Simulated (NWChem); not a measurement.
# trichloroethylene (C2HCl3); SMILES ClC(=CCl)Cl

Program: NWChem. Pople sets run with spherical d functions. Level PBE/6-31G*: optimisations from one semi-empirical or force-field start; each run changes one setting, and all end within 0.3 mHa of each other.

```
setting                                             optimisation steps
--------------------------------------------------  ------------------
redundant internal coordinates, default thresholds                   4
tight thresholds                                                     7
loose thresholds                                                     3
Cartesian coordinates                                                6
```
